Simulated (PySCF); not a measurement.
# Electron correlation in I⁴⁺ (iodine, charge +4)

Starting occupation: [Kr] 4d10 5s2 5p1, 5p1/2 with m_j = +1/2. All numbers are calculated (PySCF 2.14, X2C-1e with screened-nucleus spin-orbit coupling, Gaussian nucleus, in x2c-TZVPall-2c (8s9p5d2f, 74 functions)). Frozen: [Ar] 3d10; 21 electrons correlated; the 6 highest virtual spinors left out.

MP2 pair energies summed by pair of shells (mhartree):

```
       pair   energy  share (%)
4d3/2-4d5/2  -122.17       22.9
4d5/2-4d5/2   -91.63       17.1
4d5/2-5s1/2   -47.41        8.9
4d3/2-4d3/2   -39.90        7.5
4d3/2-5s1/2   -30.76        5.8
4d5/2-4p3/2   -28.53        5.3
4d3/2-4p3/2   -19.39        3.6
5s1/2-5s1/2   -19.29        3.6
5p1/2-5s1/2   -14.85        2.8
4d5/2-5p1/2   -14.19        2.7
4p3/2-4p3/2   -14.18        2.7
4d5/2-4p1/2   -13.44        2.5
4p1/2-4p3/2   -12.60        2.4
4d5/2-4s1/2   -10.77        2.0
4d3/2-5p1/2    -9.59        1.8
4d3/2-4p1/2    -8.59        1.6
4d3/2-4s1/2    -7.10        1.3
4p3/2-5s1/2    -6.98        1.3
4p3/2-4s1/2    -6.79        1.3
4p1/2-4p1/2    -3.36        0.6
4p1/2-4s1/2    -3.27        0.6
4p1/2-5s1/2    -2.88        0.5
4p3/2-5p1/2    -2.45        0.5
4s1/2-4s1/2    -2.24        0.4
4s1/2-5s1/2    -0.85        0.2
4p1/2-5p1/2    -0.77        0.1
4s1/2-5p1/2    -0.35        0.1
```

Total MP2 correlation energy: -534.31 mhartree.

This basis was not built for core-valence correlation, so the inner-shell part is incomplete.
